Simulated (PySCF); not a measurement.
This script is equivalent to a calculation on Ba (barium, neutral).

```python
from pyscf import gto, scf, dft, mp, cc
import basis_set_exchange as bse
mol = gto.M(atom="Ba 0 0 0", charge=0, spin=0, symmetry="D2h",
            basis=gto.basis.parse(bse.get_basis("aug-cc-pwCVTZ-X2C", elements=["Ba"], fmt="nwchem")),
            nucmod="G")
mf = dft.UKS(mol, xc="0.53*HF + 0.47*B88, 0.73*LYP").sfx2c1e()
mf.irrep_nelec = {'Ag': (10, 10), 'B1g': (2, 2), 'B2g': (2, 2), 'B3g': (2, 2), 'B1u': (4, 4), 'B2u': (4, 4), 'B3u': (4, 4)}
mf.kernel()
```

(1) What total energy does it give?

(2) Which occupied shell lies highest, and where?

Spin-orbit coupling, which splits the p, d and f shells strongly at this Z, is absent.

## Answers

(1) -8133.97 hartree (calculated), before the PT2 part.

(2) 6s, at -3.937 eV.
